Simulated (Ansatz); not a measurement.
Start from `C=C(N)CBr` and change one element to get `C=C(N)CI`.

Ansatz, PBE0-D4/def2-TZVP geometries, multiplicity 1. Each molecule was computed in one conformer, which needn't be the lowest.

Elements past krypton have def2 core potentials. Scalar relativity is left out up to krypton.

```csv
property,`C=C(N)CBr`
size of the dipole moment (PBE/def2-TZVPP) / D,1.18
LUMO energy (PBE0/def2-TZVPP) / eV,-0.54
LUMO energy (ωB97M-V/def2-TZVPP) / eV,1.51
HOMO–LUMO gap (ωB97M-V/def2-TZVPP) / eV,10.10
HOMO energy (PBE/def2-TZVPP) / eV,-5.25
HOMO–LUMO gap (B3LYP/def2-TZVPP) / eV,5.41
```

(1) Give the same properties after the change, and the shifts. (An estimate is asked.)

Answers

(1) Computed: 
| property | `C=C(N)CI` | shift |
| --- | --- | --- |
| size of the dipole moment (PBE/def2-TZVPP) / D | 1.16 | -0.02 |
| LUMO energy (PBE0/def2-TZVPP) / eV | -1.20 | -0.66 |
| LUMO energy (ωB97M-V/def2-TZVPP) / eV | 0.73 | -0.78 |
| HOMO–LUMO gap (ωB97M-V/def2-TZVPP) / eV | 9.27 | -0.83 |
| HOMO energy (PBE/def2-TZVPP) / eV | -5.25 | 0.00 |
| HOMO–LUMO gap (B3LYP/def2-TZVPP) / eV | 4.74 | -0.67 |

Dipoles are sizes alone; their direction can turn.

B3LYP here is the variant with VWN-RPA as its local correlation; programs differ in this.

Spin–orbit coupling is left out; it splits and shifts lone-pair levels of the heavy atoms by tenths of an eV.
